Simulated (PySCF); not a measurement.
Species: C₇H₅N₃.
Bonds: C1–C2 (triple), C2–C3, C3–N4 (aromatic), N4–N5 (aromatic), N5–N6 (aromatic), N6–C7 (aromatic), C7–C8 (aromatic), C8–C9, C9–C10 (double), C3–C8 (aromatic). Hydrogens: H11 on C1; H12 on C7; H13 on C9; H14, H15 on C10.

Definitions: NICS(0) = −σiso at the ring centroid; NICS(1) = −σiso and NICS(1)zz = −σzz at ±1 Å along the ring normal z. Level: GIAO PBE0/pcSseg-1 (PySCF, non-relativistic, gas phase) on the GFN2-xTB geometry, one conformer.

Ring bond lengths (Å), with Mayer bond orders in brackets: C3–N4 1.337 (1.41), N4–N5 1.283 (1.40), N5–N6 1.294 (1.33), N6–C7 1.322 (1.44), C7–C8 1.398 (1.32), C8–C3 1.412 (1.23).

Question: What do the NICS probes read (ppm)?

Answer: 
```json
{"ring": "C3–N4–N5–N6–C7–C8", "type": "6-membered ring with 3 N; formal bonds all aromatic", "NICS(0)": "-3.4", "NICS(1), two faces": "-10.6 / -10.5", "NICS(1)zz, two faces": "-24.3 / -24.0", "rms pucker (Å)": "0.01", "centre to ring atoms, mean (Å)": "1.34"}
```

Question: What do they say, and how far can they be read as aromaticity?

Answer: 
- C3–N4–N5–N6–C7–C8: mean NICS(1)zz -24.2 ppm, shielded. For a flat ring without four-coordinate atoms the NICS criterion counts such a value as aromatic. NICS(0) lies 7 ppm above the mean NICS(1).

Question: How equal are the bonds by HOMA? Use HOMA with the parameters of Krygowski (1993).

Answer: 
- C3–N4–N5–N6–C7–C8: HOMA 0.95; the largest term is that of C8–C3, α(R − Ropt)² = 0.15. The geometric and the magnetic index point the same way.

Question: What is the mean of the two in-plane components of NICS at the first NICS(1) probe listed for ring C3–N4–N5–N6–C7–C8, 1 Å off the ring?

Answer: The isotropic value is a third of the trace: (3 × -10.6 − (-24.3))/2 = -3.7 ppm.

Question: List the ring angles and the Hirshfeld charges of the ring atoms.

Answer: 
- C3–N4–N5–N6–C7–C8: C3 120.9° (+0.069 e), N4 120.9° (-0.095 e), N5 122.4° (-0.041 e), N6 120.4° (-0.106 e), C7 122.2° (+0.030 e), C8 113.1° (+0.012 e); sum 720.0° against 720° for a flat convex ring.

Time: 36 s of wall time; peak memory 0.85 GiB. Hardware: one thread, Arm Neoverse V1 (aarch64), shared host. This is the whole shielding run at PBE0/pcSseg-1, SCF included.

The values belong to the conformer `[CH:1]#[C:2][c:3]1[n:4][n:5][n:6][cH:7][c:8]1[CH:9]=[CH2:10]`: C7–C8–C9–C10 -17°.
